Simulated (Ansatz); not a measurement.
Reactions of `CC#C[S][GeH3]`.

Isolated molecules relaxed with PBE0-D4/def2-TZVP in Ansatz; ΔE leaves out vibrations. CCSD(T)/CBS is the MP2 limit (def2-TZVPP, def2-QZVPP) plus CCSD(T) − MP2 in def2-TZVPP, frozen cores. This one scheme is used for every species. For Ge outer-core shells are correlated without core-valence functions, which leaves a few kJ/mol of doubt a bond. Scalar relativity is left out up to krypton. One conformer a species, not always the lowest.

(1) Order these by ΔE at CCSD(T)/CBS, lowest first. (Best estimate.)
A. `CC#C[S][GeH3]` + BH₃ → `BC#CC` + `[SH][GeH3]`
B. `CC#C[S][GeH3]` + `NB(O)Cl` → `NB(Cl)[O][GeH3]` + `CC#CS`
C. `CC#C[S][GeH3]` + `N[SiH](O)F` → `O[SiH](F)[NH][GeH3]` + `CC#CS`
D. `CC#C[S][GeH3]` + `CNC` → `C[N](C)[GeH3]` + `CC#CS`
E. `CC#C[S][GeH3]` + HCl → `[Cl][GeH3]` + `CC#CS`
F. `CC#C[S][GeH3]` + `[SiH3]S` → `CC#CS[SiH3]` + `[SH][GeH3]`

Largest T1 diagnostic: 0.013, for `BC#CC`.

## Answers

(1) A (-101.2 kJ/mol), E (-18.1 kJ/mol), F (+2.3 kJ/mol), B (+32.6 kJ/mol), C (+41.3 kJ/mol), D (+50.0 kJ/mol).
